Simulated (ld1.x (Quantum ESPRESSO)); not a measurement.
**hydrogen TM: all-electron and pseudo phase curves**

```json
{
 "Element": "H",
 "Generator": "ld1.x (Quantum ESPRESSO) 7.5",
 "Type": "norm-conserving Troullier–Martins (Kleinman–Bylander form)",
 "Functional": "BLYP",
 "Relativity": "fully relativistic",
 "Frozen core": "none",
 "Valence charge": "1",
 "Reference configuration": "1s0.5 (charge +0.5)",
 "Partial waves": "1s (bound): rc 0.90 bohr; 2p channel at 0.45 Ry: rc 0.70 bohr",
 "Local potential": "the p channel",
 "Core correction": "none"
}
```

Open shells are filled in proportion to 2j + 1 (rel_dist='average').

The phase is arctan(r·u′/u) with u = r·R(r), unwrapped; energies in Ry, scanned from -3 to 5 Ry. A pole is an energy at which the radial function vanishes at the test radius. The pseudo phase is shifted by a multiple of π to meet the all-electron one at the reference energy, and phase errors are pseudo minus all-electron; the curves can meet again beyond the range given. Levels narrower than the energy grid can be missing from the lists of poles.

Question: For each channel, where are the poles, and over which energies does the pseudopotential scatter like the atom?

Answer:

```
channel  radius (bohr)  reference energy (Ry)  poles, all-electron  poles, pseudo  unbroken range about the reference energy with phases within 0.05 rad  phase error 1 Ry above the reference energy (rad)
      s           1.01                  -0.94                 4.58           4.61                                                        the whole range                                             +0.000
   p1/2           1.01                   0.45                 none           none                                                        the whole range                                             +0.000
   p3/2           1.01                   0.45                 none           none                                                        the whole range                                             +0.000
```

Phases in the s channel:

```json
{"E (Ry)": "-3.00", "all-electron": "0.761", "pseudo": "0.761"}
{"E (Ry)": "-2.52", "all-electron": "0.646", "pseudo": "0.646"}
{"E (Ry)": "-2.04", "all-electron": "0.492", "pseudo": "0.492"}
{"E (Ry)": "-1.56", "all-electron": "0.285", "pseudo": "0.286"}
{"E (Ry)": "-1.08", "all-electron": "0.021", "pseudo": "0.021"}
{"E (Ry)": "-0.60", "all-electron": "-0.282", "pseudo": "-0.282"}
{"E (Ry)": "-0.12", "all-electron": "-0.577", "pseudo": "-0.577"}
{"E (Ry)": "0.36", "all-electron": "-0.824", "pseudo": "-0.823"}
{"E (Ry)": "0.84", "all-electron": "-1.012", "pseudo": "-1.012"}
{"E (Ry)": "1.32", "all-electron": "-1.153", "pseudo": "-1.152"}
{"E (Ry)": "1.80", "all-electron": "-1.259", "pseudo": "-1.258"}
{"E (Ry)": "2.28", "all-electron": "-1.341", "pseudo": "-1.340"}
{"E (Ry)": "2.76", "all-electron": "-1.407", "pseudo": "-1.405"}
{"E (Ry)": "3.24", "all-electron": "-1.460", "pseudo": "-1.459"}
{"E (Ry)": "3.72", "all-electron": "-1.505", "pseudo": "-1.503"}
{"E (Ry)": "4.20", "all-electron": "-1.543", "pseudo": "-1.542"}
{"E (Ry)": "4.68", "all-electron": "-1.577", "pseudo": "-1.575"}
```
